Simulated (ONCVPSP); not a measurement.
**How hard is this Br ONCV potential?**

```json
{"Element": "bromine (Br)", "Generator": "ONCVPSP 4.0.1", "Type": "optimised norm-conserving Vanderbilt (ONCV)", "Functional": "LDA (Perdew-Zunger)", "Relativity": "scalar-relativistic", "Frozen core": "[Ar]", "Valence charge": "17", "Reference configuration": "3d10 4s1.75 4p5.25", "Partial waves": "4s: rc 1.55 bohr, ncon 3, nbas 6, qcut 3.4 1/bohr, 2 projectors, debl 3.9 Ha; 4p: rc 1.20 bohr, ncon 4, nbas 7, qcut 7.9 1/bohr, 2 projectors, debl 3.5 Ha; 3d: rc 0.65 bohr, ncon 4, nbas 9, qcut 26.2 1/bohr, 2 projectors, debl 1.7 Ha; f scattering state at 0.15 Ha: rc 1.70 bohr, ncon 3, nbas 7, qcut 6.8 1/bohr, 2 projectors, debl 2.4 Ha", "Local potential": "polynomial inside 0.65 bohr (lpopt 4, dvloc0 0 Ha)", "Core correction": "Teter function, fcfact 4, rcfact 1.2"}
```

In the d channel the program set the typed energies aside and used -2.476, 0.250 Ha.

Question: For each optimised wave give the share of its norm inside rc, the residual kinetic energy above qcut (Ha) and the cutoffs (Ha) for errors of 10, 1, 0.1 and 0.01 mHa per electron.

Answer:

```json
{"wave": "4s", "norm inside rc": "0.477", "residual KE": "2.4e-02", "10 mHa": "10.8", "1 mHa": "35.6", "0.1 mHa": "63.4", "0.01 mHa": "not reached"}
{"wave": "s projector 2", "norm inside rc": "0.090", "residual KE": "1.5e-01", "10 mHa": "16.7", "1 mHa": "40.7", "0.1 mHa": "49.6", "0.01 mHa": "67.7"}
{"wave": "4p", "norm inside rc": "0.112", "residual KE": "2.5e-03", "10 mHa": "22.7", "1 mHa": "58.5", "0.1 mHa": "102.4", "0.01 mHa": "147.1"}
{"wave": "p projector 2", "norm inside rc": "0.076", "residual KE": "5.3e-03", "10 mHa": "25.6", "1 mHa": "99.7", "0.1 mHa": "140.0", "0.01 mHa": "186.3"}
{"wave": "3d", "norm inside rc": "0.657", "residual KE": "3.5e-07", "10 mHa": "214.1", "1 mHa": "254.3", "0.1 mHa": "286.1", "0.01 mHa": "311.2"}
{"wave": "d projector 2", "norm inside rc": "0.013", "residual KE": "1.7e-08", "10 mHa": "137.8", "1 mHa": "193.3", "0.1 mHa": "239.7", "0.01 mHa": "276.8"}
{"wave": "f projector 1", "norm inside rc": "0.000", "residual KE": "5.4e-09", "10 mHa": "0.3", "1 mHa": "0.5", "0.1 mHa": "1.6", "0.01 mHa": "5.4"}
{"wave": "f projector 2", "norm inside rc": "0.251", "residual KE": "8.3e-04", "10 mHa": "17.2", "1 mHa": "22.9", "0.1 mHa": "42.6", "0.01 mHa": "91.8"}
```

The occupied waves need 254 Ha and 286 Ha for 1 and 0.1 mHa. Rows with under 1 % of the norm inside rc give no meaningful cutoff. Note: ghosts flagged at negative energy: s at -45.2 eV, p at -150.6 eV; GHOST(+) flagged for f at 104.2 eV. A true bound ghost makes a file unfit for plane-wave use.
